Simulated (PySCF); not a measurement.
W(O)2(OH)2 (H2O4W), SMILES [OH][W](=[O])(=[O])[OH], multiplicity 1. Atoms are numbered in the order given.

```xyz
7

W      0.0000     0.0000     0.0222
O      0.0000    -1.3553     1.0549
O      0.0000     1.3553     1.0549
O      1.5418     0.0000    -1.0494
H      2.4859     0.0000    -0.8648
O     -1.5418     0.0000    -1.0494
H     -2.4859     0.0000    -0.8648
```

The structure is a stationary point at PBE0-D3(BJ)/def2-SVP. A frequency run showed that this geometry is not a minimum. The spin state was assumed, not searched. The isomer is the one that the SMILES or the coordinates give; other isomers of the formula were not compared. The def2 effective core potentials stand for the cores of W; spin–orbit coupling is left out. The values are those of a single conformer.

Level of theory: PySCF with PBE/def2-TZVP.

ESP charges are fitted to the potential on shells at 1.4 to 2.0 van der Waals radii. Atomic charges (e):

```tsv
atom	Mulliken	Löwdin	ESP fit
W1	(withheld)	0.74	1.29
O2	(withheld)	-0.28	-0.47
O3	(withheld)	-0.28	-0.47
O4	(withheld)	-0.27	-0.60
H5	(withheld)	0.18	0.43
O6	(withheld)	-0.27	-0.60
H7	(withheld)	0.18	0.43
```

Question: Fill in the missing entries. (The exact figures need the calculation; the answer reports its results.)

Answer: 
- W1, Mulliken: 1.39
- O2, Mulliken: -0.44
- O3, Mulliken: -0.44
- O4, Mulliken: -0.60
- H5, Mulliken: 0.35
- O6, Mulliken: -0.60
- H7, Mulliken: 0.35
